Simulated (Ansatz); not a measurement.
Reaction (formal exchange of groups at the Si–Br bond): `F[SiH](Br)N[SiH3]` + CH₄ → `C[SiH](F)N[SiH3]` + HBr

Isolated molecules relaxed with PBE0-D4/def2-TZVP in Ansatz; ΔE leaves out vibrations. CCSD(T)/CBS is the MP2 limit (def2-TZVPP, def2-QZVPP) plus CCSD(T) − MP2 in def2-TZVPP, frozen cores. This one scheme is used for every species. Functionals use def2-TZVPP. B3LYP here is the variant with VWN-RPA as its local correlation; programs differ in this. For Br outer-core shells are correlated without core-valence functions, which leaves a few kJ/mol of doubt a bond. Scalar relativity is left out up to krypton. One conformer a species, not always the lowest.

| level | ΔE (kJ/mol) | difference from CCSD(T)/CBS |
| --- | --- | --- |
| PBE-D4 | 97.7 | -3.2 |
| r2SCAN-D4 | 101.7 | 0.8 |
| B3LYP-D4 | 99.1 | -1.8 |
| ωB97X-V | 98.3 | -2.6 |
| ωB97M-V | 98.8 | -2.1 |
| B2PLYP | 101.1 | 0.2 |
| r2SCAN | 102.2 | 1.3 |
| B3LYP | 99.8 | -1.1 |
| HF/def2-TZVPP | 106.5 | 5.6 |
| MP2/def2-TZVPP | 102.7 | 1.8 |
| SCS-MP2/def2-TZVPP | 101.1 | 0.2 |
| CCSD(T)/def2-TZVPP | 96.2 | -4.7 |
| HF/def2-QZVPP | 106.2 | 5.3 |
| MP2/def2-QZVPP | 105.3 | 4.4 |
| MP2/CBS(def2) | 107.4 | 6.5 |
| CCSD/CBS(def2) | 101.0 | 0.1 |
| CCSD(T)/CBS | 100.9 | 0 |

Largest T1 diagnostic among the species: 0.011.

In def2-TZVPP, CCSD(T) changes the Hartree–Fock value by −10.3 kJ/mol (the triples alone add −0.0 kJ/mol) and MP2 by −3.8 kJ/mol.
